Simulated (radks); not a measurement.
Results of a calculation; reference values are marked as such.
Task: These are the eigenvalues of the occupied orbitals of an atom or ion with whole-number occupations (eV). Code: a radial shooting solver on a logarithmic mesh with Libxc functionals. Model: non-relativistic Kohn-Sham, LB94 model potential, spin-polarised, spherical densities, point nucleus.

orbital  eigenvalue
1s down   -34917.58
1s up     -34917.45
2s up     -6846.283
2s down   -6846.277
2p down   -6570.331
2p up     -6570.015
3s up     -2556.170
3s down   -2551.237
3p up     -2449.785
3p down   -2444.610
3d up     -2279.573

Which element is it, and in what charge state? The configuration may be excited. Open shells, if any, are filled with parallel spins first.

Result: Z = 54, xenon, charge +35: Xe35+ in [Ar] 3d1. The list shows which subshells hold electrons but not how many an open one holds; the 1s level, -1283.2 hartree, gives Z - s = 50.7 by -(Z - s)^2/2, which with screening narrows Z to a few neighbours, and the depths of the outer levels then fix element, charge and occupations together.
